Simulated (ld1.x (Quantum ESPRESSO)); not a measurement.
**What the settings do to the TM potential of In (Z = 49)**

Base potential:

indium, norm-conserving Troullier–Martins (Kleinman–Bylander form), made with ld1.x (Quantum ESPRESSO) 7.5 (LDA (PZ), fully relativistic). Core [Kr], reference 4d10 5s2 5p1. Waves: 5p (bound): rc 2.80 bohr; 4d (bound): rc 1.85 bohr; 5s (bound): rc 2.20 bohr. Local part: the s channel. Core correction: a·sin(br)/r model core, default radius (core density twice the valence density).

Open shells are filled in proportion to 2j + 1 (rel_dist='average').

Cutoffs, loose and tight: the cutoffs (Ry, on a coarse ladder) from which the occupation-weighted sum of valence levels, in a spherical-Bessel basis at the reference potential, stays within 10 and 1 mRy of its value at 400 Ry. They do not see the model core or the augmentation charge, which bear on the density cutoff. Test errors are all-electron minus pseudo excitation energies from the reference, over the configurations 4d10 5s2 5p0; 4d10 5s1 5p0; 4d10 5s0 5p0; 4d10 5s0 5p3; 4d9 5s2 5p2; 4d10 5s2 5p0.5; 4d10 5s2 5p1.3. A dash means not determined; rows that change the core or the reference have their own tests. The largest error is taken over the tests solved by every variant that gives reliable tests at all: 4d10 5s0 5p0; 4d10 5s1 5p0; 4d10 5s2 5p0; 4d10 5s2 5p0.5; 4d10 5s2 5p1.3; 4d9 5s2 5p2.

```csv
change,outcome,"cutoff, loose","cutoff, tight",bound ghosts,largest test error (meV)
base,generated,70 Ry,110 Ry,none,-251
wave 4d (bound): rc 1.85 bohr becomes 4d (bound): rc 1.20 bohr,generated,90 Ry,140 Ry,none,-286
wave 4d (bound): rc 1.85 bohr becomes 4d (bound): rc 1.36 bohr,generated,90 Ry,140 Ry,none,-285
wave 4d (bound): rc 1.85 bohr becomes 4d (bound): rc 1.56 bohr,generated,80 Ry,140 Ry,none,-279
wave 4d (bound): rc 1.85 bohr becomes 4d (bound): rc 1.72 bohr,generated,70 Ry,120 Ry,none,-267
wave 4d (bound): rc 1.85 bohr becomes 4d (bound): rc 1.86 bohr,generated,70 Ry,110 Ry,none,-251
wave 4d (bound): rc 1.85 bohr becomes 4d (bound): rc 2.04 bohr,generated,60 Ry,100 Ry,none,-215
wave 4d (bound): rc 1.85 bohr becomes 4d (bound): rc 2.30 bohr,generated,50 Ry,90 Ry,none,-138
wave 4d (bound): rc 1.85 bohr becomes 4d (bound): rc 2.42 bohr,generated,50 Ry,90 Ry,none,-94
wave 4d (bound): rc 1.85 bohr becomes 4d (bound): rc 2.62 bohr,generated,45 Ry,80 Ry,none,-60
wave 4d (bound): rc 1.85 bohr becomes 4d (bound): rc 2.76 bohr,generated,40 Ry,70 Ry,none,-71
```

Reading the sweep of the d radius (base included, trends over the rows without a ghost): The loose cutoff falls from 90 Ry at 1.2 to 40 Ry at 2.76 bohr. A larger radius leaves more room for a smooth pseudo-wave, so fewer plane waves are needed; a smaller one forces it to follow the all-electron wave where it bends sharply. The median size of the test errors (rows with all tests solved) rises from 3.4 meV at 1.36 to 7.5 meV at 2.76 bohr, with one reversal. More of the atom is replaced by a form fitted at one configuration, so other configurations suffer as the radius grows.
